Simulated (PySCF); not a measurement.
**HTcN: fields on a plane**

All numbers come from UPBE0/[Tc def2-TZVP with ECP28, N def2-TZVP, H def2-TZVP], scalar-relativistic core potentials, density fitting, no spin–orbit coupling, PySCF.

The doublet minimum has Tc–H 1.649 Å, Tc–N 1.576 Å; H–Tc–N 99.9°.

The plane holds Tc1 at (0.00, 0.00), N2 at (1.58, 0.00), H3 at (-0.28, 1.62) Å. Columns run from x = -2.25 to 3.75 Å, rows from y = 4.05 (top) to -1.95 Å, in steps of 0.3 Å. Other isomers or separated fragments may lie lower. Core electrons replaced by a potential are absent, the electrostatic potential uses the reduced nuclear charge, and values within about 0.7 Å of such atoms have no physical meaning.

Question: Give the electron density (e/Å³) (cut at 5 e/Å³). Lower edges of the bins (e/Å³): '0' 0.000, '1' 0.030, '2' 0.076, '3' 0.151, '4' 0.268, '5' 0.455, '6' 0.750, '7' 1.218, '8' 1.960, '9' 3.136; top 5.00.

Answer: 
```
000000000000000000000
000000000000000000000
000000000000000000000
000000000000000000000
000000000000000000000
000001111000000000000
000012332110000000000
000124554210000000000
000135775321100000000
000135665422211000000
001134565433332210000
001135687655655321000
001236999977887531000
001248966988999641000
001248966988999642000
000136999977887531000
000124688655665321000
000012344333333210000
000000112111111000000
000000000000000000000
000000000000000000000
```

Question: Give the spin density (e/Å³) (cut at ±0.5 e/Å³). Every second row and column.

Answer: 
```
 0.00  0.00  0.00  0.00  0.00  0.00  0.00  0.00  0.00  0.00  0.00
 0.00  0.00  0.00  0.00  0.00  0.00  0.00  0.00  0.00  0.00  0.00
 0.00  0.00  0.00  0.00  0.00  0.00  0.00  0.00  0.00  0.00  0.00
 0.00  0.00  0.00 -0.01 -0.01  0.00  0.00  0.00  0.00  0.00  0.00
 0.00  0.00  0.00 -0.06 -0.02  0.00  0.00  0.00  0.00  0.00  0.00
 0.00  0.00  0.00  0.00  0.04  0.01 -0.01  0.00  0.00  0.00  0.00
 0.00  0.01  0.01  0.24  0.50  0.05 -0.07 -0.04  0.00  0.00  0.00
 0.00  0.01  0.01  0.24  0.05  0.04 -0.12 -0.01  0.00  0.00  0.00
 0.00  0.00  0.01  0.13  0.24  0.02 -0.02 -0.01  0.00  0.00  0.00
 0.00  0.00  0.00  0.01  0.01  0.00  0.00  0.00  0.00  0.00  0.00
 0.00  0.00  0.00  0.00  0.00  0.00  0.00  0.00  0.00  0.00  0.00
```

Other spin states or occupations of the open shell can lie lower.
